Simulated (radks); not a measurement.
Problem. Al4+, 9 electrons, occupied as [He] 2s2 2p5. All-electron calculation, scalar-relativistic Kohn-Sham, PBEsol, spin-unpolarised, spherical densities, finite nucleus; Fermi nuclear charge, rms radius 3.061 fm. Program: a radial shooting solver on a logarithmic mesh with Libxc functionals. Some entries of the table are withheld. Estimate them.

orbital,occ.,eigenvalue (eV),r(max) (bohr),<r> (bohr)
1s,2,(1),0.07845,0.1203
2s,2,-175.9086,(2),(3)
2p,5,-138.4708,0.4158,(4)

Solution. 
(1) 1s eigenvalue (eV): -1587.189
(2) 2s r(max) (bohr): 0.4885
(3) 2s <r> (bohr): 0.6043
(4) 2p <r> (bohr): 0.5661
